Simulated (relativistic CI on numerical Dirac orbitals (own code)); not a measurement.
**Ne5+: from the plainest model towards the measured levels**

Calculated with a relativistic CI code on KLI orbitals (one set per configuration, finite nucleus), adding one ingredient at a time: step 1, Dirac-Coulomb, each configuration alone; step 2, with Breit and QED terms; step 3, with configuration mixing; step 4, with scaled Slater integrals (0.9); step 5, with a P86 correlation estimate; step 6, tied to the ionisation limit. P86 is a density functional for the correlation energy, evaluated here for each configuration and added to its levels. Step 6 is semi-empirical: configurations made of the next ion and one excited electron move by -20412 cm⁻¹, so that their limit matches the tabulated ionisation energy, and those with a non-penetrating f or g electron also take the P86 value of the least penetrating other one.

CI space (outside the closed core 1s2): 2s2 2p, 2s 2p2, 2p3, 2s2 3s, 2s2 3p, 2s 2p 3s, 2s 2p 3p, 2s 2p 3d, 2s2 4s, 2s2 5s, 2p2 3p, 2s 2p 4d, 2s 2p 5d, 2p2 3s, 2s2 3d, 2p2 3d.

Computed minus measured energy above the ground level, in cm⁻¹, for 15 of the 33 excited levels that pair in every step (one J of a term; a digit in brackets numbers repeated terms):

```csv
Configuration,Term,J,Measured,Step 1,Step 2,Step 3,Step 4,Step 5,Step 6
2s2 2p,2P°,3/2,1310,167,27,-25,-17,-16,-16
2s 2p2,2D,5/2,178992,-9196,-9431,5843,1499,3061,3029
2s 2p2,2S,1/2,230853,-10255,-10357,6948,-2950,-1394,-1413
2p3,2P°,1/2,405984,-17800,-18031,11273,2769,5614,5615
2s2 3s,2S,1/2,722610,5604,5427,-5687,-4197,-765,-19916
2s2 3p,2P°,1/2,771234,7582,7396,-4647,-2989,1102,-17707
2s 2p 3s,2P°,1/2,855740,-19893,-20120,-1971,-3742,1426,986
2s 2p 3p,2D,3/2,900100,-17597,-17871,-1969,-3350,2397,2391
2s 2p 3p,2S,1/2,914860,-18106,-18419,-518,-3599,2134,2088
2s 2p 3d,2F°,5/2,945900,-16648,-16952,260,-2193,3078,3079
2s 2p 3d,2P°,3/2,952200,-19485,-19824,870,-3628,1642,1640
2s2 5s,2S,1/2,1090000,5415,5189,24381,20936,26234,5987
2p2 3p,2F°,5/2,1095830,-16133,-16566,7339,1463,8354,8355
2s 2p 4d,2F°,5/2,1138160,-21632,-21943,-2607,-3892,2378,2379
2s 2p 5d,2F°,5/2,1226820,-22967,-23288,-4228,-5471,1461,1462
```

Mean absolute errors in cm⁻¹, over all paired levels and for the configurations:

| Configuration, levels | Step 1 | Step 2 | Step 3 | Step 4 | Step 5 | Step 6 |
| --- | --- | --- | --- | --- | --- | --- |
| all, 33 | 13137 | 13371 | 5486 | 3409 | 3297 | 4236 |
| 2s2 2p, 1 | 167 | 27 | 25 | 17 | 16 | 16 |
| 2s 2p2, 5 | 6790 | 6961 | 7871 | 1756 | 1571 | 1562 |
| 2p3, 2 | 17815 | 18059 | 11259 | 2753 | 5598 | 5599 |
| 2s2 3s, 1 | 5604 | 5427 | 5687 | 4197 | 765 | 19916 |
| 2s2 3p, 2 | 7593 | 7391 | 4645 | 2989 | 1102 | 17707 |
| 2s 2p 3s, 2 | 19816 | 20098 | 1939 | 3707 | 1461 | 1022 |
| 2s 2p 3p, 6 | 11163 | 11481 | 4330 | 3152 | 2610 | 2573 |
| 2s 2p 3d, 7 | 15660 | 16020 | 3100 | 2744 | 2533 | 2533 |
| 2s2 5s, 1 | 5415 | 5189 | 24381 | 20936 | 26234 | 5987 |
| 2p2 3p, 2 | 16165 | 16612 | 7275 | 1403 | 8294 | 8295 |
| 2s 2p 4d, 2 | 21602 | 21964 | 2632 | 3917 | 2354 | 2355 |
| 2s 2p 5d, 2 | 22896 | 23261 | 4199 | 5464 | 1462 | 1463 |

Measured levels: NIST levels in Podobedova, Fuhr, Reader and Wiese, J. Phys. Chem. Ref. Data 33, 525 (2004).

The mean absolute error is lowest at step 5 (3297 cm⁻¹), and the largest single drop is from step 2 to 3 (13371 to 5486). The Breit and QED terms change the top of the ground term (measured 1310) from 1477 to 1337. Mixing lowers the ground level by 18523, with 2p3 as its largest admixture; relative to it the configurations that move most are 2p3 by +29318, 2p2 3p by +23887, 2s 2p 4d by +19332. Configurations whose own partners of that kind are not in the list rise by much of that lowering, so a short list can trade one imbalance for another. The P86 estimate moves 2s 2p 5d by +6926, 2p2 3p by +6891, 2s 2p 4d by +6271, and takes the mean absolute error of the excited configurations from 3515 to 3400. Step 6 takes that error from 3400 to 4368; the error more than halves for 2s2 5s; it grows for 2s2 3s, 2s2 3p. The shift fits the limit, so it does little for low levels whose errors differ from those near the limit.
